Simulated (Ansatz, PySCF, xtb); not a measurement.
HF (SMILES F) and H2S (SMILES S) are pulled apart as rigid monomers along the line of their centres of mass, from the B3LYP-D3(BJ)/def2-TZVP minimum. Starting geometry (charge 0, multiplicity 1):
```xyz
5

F     -0.32197     1.22989     0.10261
H     -0.03851     0.65190     0.78660
S      0.43578    -0.71389     2.49962
H     -0.14233     0.09073     3.40723
H     -0.68308    -1.43967     2.33598
```

Interaction energies with rigid monomers; basis-set methods are counterpoise corrected unless marked otherwise.

Rows in 3-21G, 6-31G* carry no dispersion term and start afresh at each structure (6-31G* with six Cartesian d functions).

Run with Ansatz (Gaussian orbitals); PySCF for 3-21G rows, 6-31G* rows, the dispersion terms; xtb for the GFN methods. Values without a source in brackets are computed.

```
H2···S3 (Å)  GFN2-xTB (meV)  HF/3-21G (no counterpoise) (meV)  r2SCAN-D4/def2-TZVPPD (meV)  B3LYP/6-31G* (meV)  B3LYP/6-31G* (no counterpoise) (meV)
-----------  --------------  --------------------------------  ---------------------------  ------------------  ------------------------------------
2.02                 -162.3                              -9.1                   (withheld)               -94.9                                -157.5
2.24                 -168.4                        (withheld)                       -271.5              -182.9                                -223.4
2.58                 -120.1                            -186.3                       -223.6              -187.6                                -208.4
3.14                  -61.1                            -120.7                       -125.5              -117.8                                -125.5
4.03                  -26.7                             -46.8                        -47.7               -44.2                                 -47.2
```

What belongs in the gaps?


- 2.02, r2SCAN-D4/def2-TZVPPD (meV): -244.9
- 2.24, HF/3-21G (no counterpoise) (meV): -155.1

Ansatz is a program for electronic structure.
